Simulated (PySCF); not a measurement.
## Vibration and rotation of SnP

PBE0 constants of SnP, ²Π (doublet), unpaired electrons π ↑ (basis Sn x2c-TZVPPall, P x2c-TZVPPall; spin-free X2C with a Gaussian nucleus; PySCF 2.14; masses 119.9022 and 30.9738 u):

* ωe: 424.2 cm⁻¹
* ωexe: 1.89 cm⁻¹
* Be: 0.12539 cm⁻¹
* αe: 0.000498 cm⁻¹
* De to Sn + P: 2.85 eV

What force constant and bond length do these constants imply?

Reduced mass μred = 24.615 u; k = 5.8918×10⁻⁷·μred·ωe² (u, cm⁻¹, mdyn/Å) = 2.61 mdyn/Å; Re = √(16.8576/(μred·Be)) (u, cm⁻¹, Å) = 2.337 Å.

Estimate the centrifugal constant D from the Kratzer relation and find the Dunham coefficient a1.

D = 4Be³/ωe² = 4.38e-08 cm⁻¹; a1 = −1 − αeωe/(6Be²) = -3.24.

Spin–orbit coupling is left out, which matters for elements this heavy, above all for dissociation energies. The state is the lowest determinant that a PBE0 search found; another state may lie lower at other levels.
